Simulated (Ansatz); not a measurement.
Basis sets compared for the cluster B4H3. Total charge 0; doublet. Geometry B3LYP-D4/def2-TZVP. Ansatz on 4 threads of Arm Neoverse V1 on a shared host; times are rough, and most runs start from earlier orbitals.

| atom | x (Å) | y (Å) | z (Å) |
| --- | --- | --- | --- |
| B1 | 0.265 | -0.943 | 0.304 |
| B2 | -0.412 | -0.963 | -1.057 |
| B3 | -0.150 | 0.535 | -0.173 |
| B4 | 0.653 | 0.107 | 1.333 |
| H5 | -0.912 | -1.146 | -2.101 |
| H6 | -0.455 | 1.620 | -0.523 |
| H7 | 1.012 | 0.789 | 2.216 |

The structure comes from a short search, and lower isomers may exist.

Binding counts from free atoms (B doublet, H doublet) in the same basis, without a counterpoise term.

```csv
level,functions,energy (Eh),HOMO (eV),LUMO (eV),binding per atom (eV),wall time
PBE-D4/def2-SVP,71,-100.8283,-6.32,-5.22,3.91,0.7 s
PBE-D4/def2-TZVP,142,-100.9397,-6.32,-5.21,3.89,1.2 s
r2SCAN-D4/def2-TZVP,142,-101.0405,-6.67,-4.83,3.86,2.7 s
PBE0-D4/def2-SVP,71,-100.8524,-7.52,-4.31,3.87,0.7 s
PBE0-D4/def2-TZVP,142,-100.9615,-7.48,-4.26,3.83,2 s
```

Estimate the rows for PBE-D4/def2-TZVPD, r2SCAN-D4/def2-TZVPD, PBE0-D4/def2-TZVPD.


| level | functions | energy (Eh) | HOMO (eV) | LUMO (eV) | binding per atom (eV) | wall time |
| --- | --- | --- | --- | --- | --- | --- |
| PBE-D4/def2-TZVPD | 175 | -100.9400 | -6.32 | -5.21 | 3.89 | 2.1 s |
| r2SCAN-D4/def2-TZVPD | 175 | -101.0406 | -6.67 | -4.82 | 3.86 | 3.9 s |
| PBE0-D4/def2-TZVPD | 175 | -100.9616 | -7.48 | -4.26 | 3.83 | 2.7 s |
